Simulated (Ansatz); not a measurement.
ethyl methyl carbonate (C₄H₈O₃), singlet, geometry from GFN2-xTB; R2SCAN/STO-3G in Ansatz (a program for electronic structure).

Input for Ansatz:
Ansatz 0.2 input:
```yaml
crystal:
  periodic: [false, false, false]
  atoms:
    - {symbol: C, position_ang: [-3.03352122, -0.41163842, -0.03480905]}
    - {symbol: C, position_ang: [-1.77002507, 0.35031435, 0.31622935]}
    - {symbol: O, position_ang: [-0.65161878, -0.38828133, -0.18665742]}
    - {symbol: C, position_ang: [0.54314173, 0.14423225, 0.04712074]}
    - {symbol: O, position_ang: [0.75080793, 1.16978543, 0.63215238]}
    - {symbol: O, position_ang: [1.47941538, -0.65062217, -0.47585791]}
    - {symbol: C, position_ang: [2.81948238, -0.20793627, -0.30495175]}
    - {symbol: H, position_ang: [-3.01068628, -1.39979818, 0.41570490]}
    - {symbol: H, position_ang: [-3.89948710, 0.12993476, 0.33426510]}
    - {symbol: H, position_ang: [-3.11409601, -0.52390616, -1.11222340]}
    - {symbol: H, position_ang: [-1.76694868, 1.34905101, -0.13422869]}
    - {symbol: H, position_ang: [-1.66043459, 0.46592034, 1.40019533]}
    - {symbol: H, position_ang: [3.44392287, -0.97225834, -0.75959052]}
    - {symbol: H, position_ang: [2.97001014, 0.75423290, -0.79847543]}
    - {symbol: H, position_ang: [3.05441669, -0.10006298, 0.75572043]}
basis:
  gaussian:
    orbitals: STO-3G
hamiltonian:
  xc: r2scan
accuracy: high
```

What the program printed (banner, timings and long lists left out):

```
Functional definition: r2SCAN
927 factors; integrals over basis functions are off by at most 4.9e-9 eV
mean field evaluation 1: about -10275.5107 eV, gradient 3.4e1 eV
mean field evaluation 2: about -10260.6263 eV, gradient 8.7e1 eV
mean field evaluation 4: about -10278.7275 eV, gradient 3.3e0 eV
mean field evaluation 8: about -10278.5912 eV, gradient 6.0e-2 eV
mean field evaluation 16: about -10278.5913 eV, gradient 1.9e-5 eV
mean field -10278.59125799 eV, -377.7312616518 hartree, gradient 4.4e-9 eV, S^2 0.000000; 0 other end points of the search recorded, 0 dependent functions left out
reference -10278.59125860 eV, -377.7312616740 hartree; 28, 28 occupied and 15, 15 virtual orbitals, 927 factors
Total energy: -10278.59125860 eV, -377.7312616740 hartree
```
